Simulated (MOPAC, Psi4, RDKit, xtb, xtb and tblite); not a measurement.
Two geometries of CH₈O₂Si₂, SMILES O[SiH2][SiH2]OC, relaxed at GFN2-xTB with one dihedral held; other torsions can differ between them too.

Structure A

```
13

C      2.5454    -0.2476    -0.3973
O      1.1565    -0.2118    -0.3663
Si     0.1649     0.1359     0.8812
Si     0.1552     2.3911     1.3001
O     -1.1062     2.5297     2.3245
H      2.9322    -0.9423     0.3529
H      2.9705     0.7429    -0.2085
H      2.8553    -0.5853    -1.3875
H      0.5458    -0.6772     2.0534
H     -1.0574    -0.4231     0.3059
H      1.3539     2.9710     1.9437
H     -0.0664     3.2894     0.1517
H     -1.3774     3.3703     2.6830
```

Structure B

```
13

C     -2.5209     0.0638    -0.4270
O     -1.1307     0.0827    -0.4613
Si    -0.0838    -0.1608     0.7626
Si     1.7062    -1.0603    -0.3256
O      2.8012    -1.0391     0.8852
H     -2.9074     0.9849     0.0176
H     -2.8889    -0.0202    -1.4504
H     -2.8859    -0.7820     0.1595
H      0.0815     1.0986     1.5129
H     -0.7082    -1.0617     1.7549
H      2.2687    -0.3399    -1.4808
H      1.5752    -2.4482    -0.8091
H      3.6881    -1.3698     0.7701
```

Task: Which is lower in energy at the level DF-MP2 (frozen core)/cc-pVTZ // GFN2-xTB run with Psi4 1.11, and by how much?

Result: B is lower, by 0.35 kcal/mol (dihedral C1–O2–Si3–Si4: 75° in A, 150° in B).

E(B) − E(A) in kcal/mol at the other levels, on the same two geometries: GFN2-xTB (xtb and tblite) -1.19; MMFF94 // GFN2-xTB (RDKit) 0.88; B3LYP/def2-TZVP // GFN2-xTB (Psi4) -0.39; B3LYP-D3(BJ)/def2-TZVP // GFN2-xTB (Psi4) -0.21; PBE/def2-TZVP // GFN2-xTB (Psi4) -0.18; PBE-D3(BJ)/def2-TZVP // GFN2-xTB (Psi4) -0.07; HF/cc-pVTZ // GFN2-xTB (Psi4) -0.40; UFF // GFN2-xTB (RDKit) 0.01; PM3, restricted, heats of formation // GFN2-xTB (MOPAC) 1.85; PM7, restricted, heats of formation // GFN2-xTB (MOPAC) 0.73; GFN1-xTB // GFN2-xTB (xtb) 0.99.

MMFF94 has few fitted parameters for silicon.
